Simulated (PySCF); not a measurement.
Compound: C3H7O3S (doublet state).
Structure used (PBE0-D3(BJ)/def2-SVP), in Å, numbered top down from 1:
```
atom  x, y, z in Å
C1    -0.5367    1.4771   -0.1431
C2    -0.4016    0.0073   -0.2730
C3    -1.3089   -0.9654    0.3769
S4     1.1167   -0.5948   -0.8982
O5     1.6298    0.3256   -1.9031
O6     0.9963   -2.0149   -1.1449
O7     2.1017   -0.4229    0.3969
H8    -1.5951    1.7735   -0.1996
H9    -0.1524    1.8251    0.8357
H10    0.0255    1.9971   -0.9315
H11   -1.0687   -1.0731    1.4529
H12   -2.3527   -0.6225    0.3087
H13   -1.2160   -1.9590   -0.0823
H14    2.7607    0.2460    0.1552
```

The hyperfine couplings belong to this conformer and change with its torsions.

The species is `C[C](C)S(=O)(=O)O` [radical].

The calculation used UKS B3LYP, IGLO-III on C O S, pcH-1 on H, non-relativistic, mean-field spin-orbit, GIAO (PySCF 2.14.0). Geometry: PBE0-D3(BJ)/def2-SVP, one conformer, isolated molecule. The SCF solution wasn't tested for stability.

(1) Match the computed a_iso(13C) values +107.3, -26.6 MHz (means over equivalent nuclei) with the sites C1/C3; C2.

(2) The isotropic 17O couplings, averaged over equivalent nuclei, are -18.7, -1.6 MHz. Assign them to O5/O6; O7.

(3) The isotropic 1H couplings, averaged over equivalent nuclei, are +71.5, +2.4 MHz. Assign them to H8 (×6); H14.

Answers

(1) 
```csv
site,a_iso (MHz),ρ(0) (bohr⁻³),position,distance from C2 (Å),spin population,largest |T| (MHz)
C1/C3,-26.6,-0.0237,1 bond from C2,1.48,-0.08,2.4
C2,+107.3,+0.0957,largest spin population,0.00,+0.89,147.9
```

(2) 
```csv
site,a_iso (MHz),ρ(0) (bohr⁻³),position,distance from C2 (Å),spin population,largest |T| (MHz)
O5/O6,-1.6,+0.0027,2 bonds from C2,2.62,+0.02,8.5
O7,-18.7,+0.0309,2 bonds from C2,2.63,+0.02,15.0
```

(3) 
| site | a_iso (MHz) | ρ(0) (bohr⁻³) | position | distance from C2 (Å) | bound to | spin population there | largest \|T\| (MHz) |
| --- | --- | --- | --- | --- | --- | --- | --- |
| H8 (×6) | +71.5 | +0.0160 | β, 2 bonds from C2 | 2.14 | C1/C3 | -0.08 | 8.1 |
| H14 | +2.4 | +0.0005 | γ, 3 bonds from C2 | 3.20 | O7 | +0.02 | 5.6 |

ρ(0) is the spin density at the nucleus and T the dipolar tensor; a_iso includes a spin–orbit part; entries for several nuclei are means. The largest Mulliken spin populations are on C2 (+0.89), C3 (-0.08), C1 (-0.08) and H11 (+0.07). No atom but C2 exceeds +0.15. The angles at C2 add up to 358.3°, so it is nearly planar.

Examples of negative spin density at the nucleus (bohr⁻³): S4 (-0.0417) and C1/C3 (-0.0237).

Class means assume fast exchange of nuclei equivalent by connectivity; if that motion is slow, each nucleus keeps its own coupling. The six 1H nuclei of mean +71.5 MHz run from 27.5 to 150.2 MHz in the frozen geometry.
